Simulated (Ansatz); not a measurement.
The cluster GaO₂H. Charge 0, multiplicity 1. Geometry B3LYP-D4/def2-TZVP, basis def2-TZVP, Ansatz.

```xyz
4

Ga   -0.564    0.207   -0.015
O    -1.991    0.954   -0.387
O     0.894   -0.639    0.487
H     1.660   -0.521   -0.085
```

```tsv
run	HOMO (eV)	LUMO (eV)
A	-6.66	-2.96
B	-6.66	-3.37
C	-9.20	-1.36
D	-6.39	-3.08
E	-6.67	-2.85
F	-7.80	-2.15
```

The structure comes from a short search, and lower isomers may exist.

Question: The runs used B97M-V, BHLYP, LDA (SPW92), PBE, PBE0, r2SCAN. Estimate which is which.

Answer: A B97M-V (0 % exact exchange); B LDA (SPW92) (0 % exact exchange); C BHLYP (50 % exact exchange); D PBE (0 % exact exchange); E r2SCAN (0 % exact exchange); F PBE0 (25 % exact exchange). Exact exchange lowers occupied and raises empty levels; among semilocal functionals meta-GGAs tend to open the gap a little, and such runs are hard to tell apart. The gap grows from 3.29 eV (LDA (SPW92)) to 7.84 eV (BHLYP).
